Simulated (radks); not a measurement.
Problem. Successive ionisation energies (eV) of one element, from differences of total energies of ions in their ground configurations, starting at charge 0: 4.814, 9.642, 34.555, 45.949, 57.903, 70.354, 86.308, 100.05, 131.12, 146.74, 240.34, 268.13, 296.66, 325.93, 355.90, 386.56, 421.47, 453.70, 486.58, 520.08, 645.73, 680.80. Method: Dirac Kohn-Sham, exchange-only PBE, spin-unpolarised, spherical densities, finite nucleus; open shells fill j = l - 1/2 first; Fermi nuclear charge, rms radius 4.8378 fm; computed with a radial shooting solver on a logarithmic mesh with Libxc functionals. Which element is it?

Solution. Barium (Z = 56). The first species listed is Ba in [Xe] 6s2, the last Ba21+ in [Ar] 3d10 4s2 4p5.
